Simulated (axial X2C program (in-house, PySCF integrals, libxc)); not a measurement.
**HGaH⁻: properties at the nuclei**

Calculated with an in-house all-electron X2C program for linear molecules (integrals from PySCF): two-component X2C with atomic mean-field Coulomb and Gaunt terms, Gaussian nuclei, basis H dyall-v3z, Ga dyall-v3z with contracted cores.

H–Ga–H held linear, with bonds 1.517 and 1.517 Å (near the PBE0 minimum at charge -1 of the determinant lowest at the starting distance; the state shown can have its own minimum elsewhere, held linear; other orders of the atoms were not compared).

Determinant lowest in the PBE0 search, Ω = 1 (⟨Sz⟩ = 1.00, ⟨Lz⟩ = 0.00 at PBE0), spin on the atoms H -0.05, Ga 1.09, H -0.05:

| level | A∥/gI H (MHz) | qzz H (a.u.) | A∥/gI Ga (MHz) | qzz Ga (a.u.) |
| --- | --- | --- | --- | --- |
| PBE0 | -9.34 | 0.14 | 67.6 | -2.16 |
| HF | -22.3 | 0.15 | 333 | -2.75 |
| PBE | -6.98 | 0.14 | 2.46 | -1.94 |

Determinant 0.56 eV from it at PBE0 and this distance, Ω = 0 (closed shell), highest spinor 94% Ga p, 6% H p:

| level | qzz H (a.u.) | qzz Ga (a.u.) |
| --- | --- | --- |
| PBE0 | 0.14 | -2.30 |
| HF | 0.15 | -3.03 |
| PBE | 0.14 | -2.04 |

A∥ (defined per Ω) follows by multiplying with gI = μI/(I μN); qzz is the electric field gradient, eQq0 = 234.96 MHz × Q/barn × qzz. The operators were transformed with the bare-nucleus X2C matrices; with these basis sets, hyperfine constants and field gradients can be off by tens of per cent, and where levels differ in sign neither size nor sign is settled.

Problem. With Q(69Ga) = 0.171 barn (Q from Pyykkö, Mol. Phys. 2018), turn the PBE0 values of the first state into constants in MHz.

Solution. eQq0(69Ga) = 234.96 × (0.171) × (-2.16) = -86.8 MHz.

The molecule was held linear; bending was not examined, so a bent shape may lie lower.

Each state is one determinant with collinear spin, which with several unpaired electrons need not be a pure state. Unrestricted Hartree–Fock can overshoot spin polarisation at the nuclei. For an anion, determinants above electron detachment, or with a positive highest level, are held by the basis set. A closed determinant beside an open π² or δ² triplet, such as (π1/2)², mixes with its partner pair into the 0⁺ component of the triplet and ¹Σ⁺, so its energy is not that of a level, and 0⁺ can lie lowest. With several open shells hyperfine constants can be off by a factor of several. Open-shell Ω = 0 determinants with evenly filled partner blocks cannot be reached by this program, so the Ω shown need not be the lowest component. The search compared states at one distance, so a state with another bond length can lie lower. Where a field gradient or hyperfine factor spreads by more than a factor of two over the levels, a constant derived from it is not to be relied on. PBE0 term energies can be off by some tenths of an eV.
